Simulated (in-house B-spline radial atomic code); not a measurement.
Al²⁺. Computed with a B-spline radial atomic code. Model: all-electron spherical atom, spin shells full or empty, radial basis limit, no spin-orbit coupling, Breit or QED, empty-state partial waves extrapolated as (l+1/2)^-4, RPA, G0W0 and static COHSEX of the highest shell as one setting changes (uncorrelated shells keep exact exchange).

In a row where one electron alone is correlated, RPA and GW hold only self-correlation.

Given: element Al; charge 2; filled core Ne; hamiltonian non-relativistic; mean-field start Hartree-Fock; highest l of empty states 9; highest mean-field shell 3s up.

Shell: 3s 1 0 (electrons up and down).

```json
{"lowest nl shells left uncorrelated": "0", "RPA correlation energy (hartree)": "-0.574", "G0W0 level (eV)": "-28.925", "G0W0 minus most complete (meV)": "0", "COHSEX level (eV)": "-29.809"}
{"lowest nl shells left uncorrelated": "1", "RPA correlation energy (hartree)": "?", "G0W0 level (eV)": "?", "G0W0 minus most complete (meV)": "?", "COHSEX level (eV)": "?"}
{"lowest nl shells left uncorrelated": "2", "RPA correlation energy (hartree)": "?", "G0W0 level (eV)": "?", "G0W0 minus most complete (meV)": "?", "COHSEX level (eV)": "?"}
{"lowest nl shells left uncorrelated": "3", "RPA correlation energy (hartree)": "-0.014613", "G0W0 level (eV)": "-28.672", "G0W0 minus most complete (meV)": "253.2", "COHSEX level (eV)": "-29.429"}
```

Problem. What follows for lowest nl shells left uncorrelated = 2?

Solution. RPA correlation energy -0.32036 hartree; G0W0 level -28.951 eV; G0W0 minus most complete -25.8 meV; COHSEX level -29.846 eV.

Problem. What follows for lowest nl shells left uncorrelated = 1?

Solution. RPA correlation energy -0.4553 hartree; G0W0 level -28.922 eV; G0W0 minus most complete 2.6 meV; COHSEX level -29.802 eV.
